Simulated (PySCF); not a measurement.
Task: What does the PBE0-D3(BJ)/def2-SVP structure of InChI=1S/C3H7ClSi2/c1-2-3-6(4)5/h6H,1,5H3/t6-/m1/s1 look like in three dimensions?

Result: 
```
atom  x, y, z in Å
C1     3.1885   -0.1914   -0.0030
C2     1.8751   -0.7949    0.1053
C3     0.7717   -1.3077    0.1942
Si4   -0.9086   -1.9930    0.3094
Si5   -2.4610   -0.3877   -0.3854
Cl6   -1.0989   -3.6255   -0.9680
H7     3.9569   -0.8321    0.4569
H8     3.2128    0.7863    0.5031
H9     3.4608   -0.0329   -1.0582
H10   -1.1567   -2.4832    1.6949
H11   -2.3951    0.8081    0.5109
H12   -2.1301    0.0228   -1.7831
H13   -3.8442   -0.9523   -0.3486
```

Orientation and origin are arbitrary. Atoms count from 1 in this order. Si4 (chlorine-bound silicon) is distorted tetrahedral (angles from 107.2° to 113.0°). The C–C distances run from 1.220 Å (C2≡C3, drawn triple) to 1.449 Å (C1–C2, drawn single), a spread of 0.229 Å. Si5 (SiH3 silicon) is tetrahedral (angles from 108.6° to 110.4°).

Bonds between heavy atoms (Å): C1–C2 1.449, C2≡C3 1.220, C3–Si4 1.818, Si4–Si5 2.339, Si4–Cl6 2.082.

Method: PBE0-D3(BJ)/def2-SVP geometry optimisation, gas phase in PySCF 2.14.0.

Point group: C1 (no symmetry element, even within 0.4 Å). Whether it is a minimum is left open (no frequencies).
